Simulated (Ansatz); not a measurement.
Consider the atomization: `CC(C)=CBr` → Br• + 4 C• + 7 H•.

Calculated with Ansatz (gas phase, PBE0-D4/def2-TZVP geometries, no zero-point term in ΔE). CCSD(T)/CBS adds triple-zeta CCSD(T) − MP2 to the extrapolated MP2 energy (def2 sets, frozen cores). This one scheme is used for every species, atoms too. Functionals use def2-TZVPP. HSE06 is defined as in plane-wave codes. Open shells (•) are unrestricted, without spin–orbit coupling. Spin–orbit coupling would lower the free atoms: a little for C; clearly for Br. For Br outer-core shells are correlated without core-valence functions, so the limit isn't a true one: a few kJ/mol of doubt a bond, and 10 to 20 or more in all where bonds break to atoms. Scalar relativity is left out up to krypton.

(1) What is ΔE at CCSD(T)/CBS? (Best estimate.)

(2) What do these levels give: r2SCAN-D4, B2PLYP, HSE06, LC-ωPBE, HF/def2-QZVPP, MP2/CBS(def2)? (Estimate.)

Largest T1 diagnostic among the species: 0.009.

## Answers

(1) Ansatz gave: +1127.0 kcal/mol.

(2) Ansatz gave: r2SCAN-D4 1131.8, B2PLYP 1116.2, HSE06 1134.2, LC-ωPBE 1123.3, HF/def2-QZVPP 840.2, MP2/CBS(def2) 1143.9 kcal/mol.

The D4 term adds +9.6 kcal/mol with B3LYP and +5.1 kcal/mol with PBE0; it sums over pairs of atoms, weighted by their polarisabilities, and B3LYP, whose exchange is more repulsive, gets the larger term. From BLYP to BHLYP (50 % exact exchange), in def2-TZVPP and without D4, ΔE moves by −19.5 kcal/mol: exact exchange takes away binding that semilocal exchange gives to molecules. Leaving LDA and LC-ωPBE aside and taking each functional with its dispersion term where it has one, the values, not all of them listed here, spread over 57.2 kcal/mol, from BHLYP-D4 to PBE-D4. LDA lies +139.2 kcal/mol from PBE without D4, its usual overbinding.

B3LYP here is the variant with VWN-RPA as its local correlation; programs differ in this.

For atomizations the MP2-based limit and the directly extrapolated one differ by several kJ/mol either way, and by 10 to 25 for some Ge, Se and Sn compounds, so smaller differences from it don't rank the levels.
